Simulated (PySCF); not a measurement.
Compound: C₅H₅BO.
Cartesian coordinates in Å at the PBE0-D3(BJ)/def2-SVP level; atoms count from 1:
```xyz
12
C5H5BO angstrom
C      4.3939    0.5940    1.2176
C      3.2491    0.3937    0.8549
C      1.9630    0.1668    0.4462
C      0.8097   -0.0331    0.0823
B     -0.6027   -0.3489   -0.4106
O     -1.5991    0.5054   -0.1329
C     -2.9218    0.2952   -0.5582
H      5.4043    0.7708    1.5378
H     -0.8150   -1.3604   -1.0468
H     -3.0245   -0.6485   -1.1183
H     -3.5843    0.2695    0.3200
H     -3.2327    1.1329   -1.2009
```

Jobs on this species (12 atoms, 48 electrons) with PySCF (density fitting). Hardware of each: one thread, Arm Neoverse V2 (aarch64), no GPU, on a shared host. Times come from a shared host and carry two figures at best. Peak memory is the resident size of the whole Python process, interpreter and libraries included.

```tsv
level and settings	work	basis functions	SCF cycles	wall time	peak memory
delta-SCF UKS PBE, pcX-2 on the ionised atom, pcseg-1 elsewhere, spin-free X2C	ΔSCF core ionisation, 7 holes	154	?	?	?
delta-SCF UKS SCAN, pcX-1 on the ionised atom, pcseg-1 elsewhere, spin-free X2C	ΔSCF core ionisation, 7 holes	133	?	?	?
delta-SCF UKS SCAN, pcX-2 on the ionised atom, pcseg-1 elsewhere, spin-free X2C	ΔSCF core ionisation, 7 holes	154	?	?	?
delta-SCF UKS B3LYP, pcX-2 on the ionised atom, pcseg-1 elsewhere, spin-free X2C	ΔSCF core ionisation, 7 holes	154	128	53 s	0.65 GiB
delta-SCF UKS PBE0, pcX-2 on the ionised atom, pcseg-1 elsewhere, spin-free X2C	ΔSCF core ionisation, 7 holes	154	132	53 s	0.57 GiB
PBE0-D3(BJ)/def2-SVP, grid level 1	geometry optimisation from a GFN2-xTB start shaken at random	123	65	41 s	0.49 GiB
delta-SCF UKS SCAN, def2-TZVP on the ionised atom, pcseg-1 elsewhere, spin-free X2C	ΔSCF core ionisation, 7 holes	140	162	40 s	0.46 GiB
delta-SCF UKS SCAN, pcX-2 on the ionised atom, pcseg-1 elsewhere, non-relativistic	ΔSCF core ionisation, 7 holes	154	160	42 s	0.53 GiB
```

Question: Fill in the missing figures.

Answer: 
- delta-SCF UKS PBE, pcX-2 on the ionised atom, pcseg-1 elsewhere, spin-free X2C; ΔSCF core ionisation, 7 holes: 25 s, 0.53 GiB, 144 SCF cycles
- delta-SCF UKS SCAN, pcX-1 on the ionised atom, pcseg-1 elsewhere, spin-free X2C; ΔSCF core ionisation, 7 holes: 35 s, 0.42 GiB, 159 SCF cycles
- delta-SCF UKS SCAN, pcX-2 on the ionised atom, pcseg-1 elsewhere, spin-free X2C; ΔSCF core ionisation, 7 holes: 42 s, 0.53 GiB, 160 SCF cycles

Question: What do all jobs in the table cost together?

Answer: About 5.5 min; the longest takes about 16 % of that, and about 2.1 times as long as the shortest.
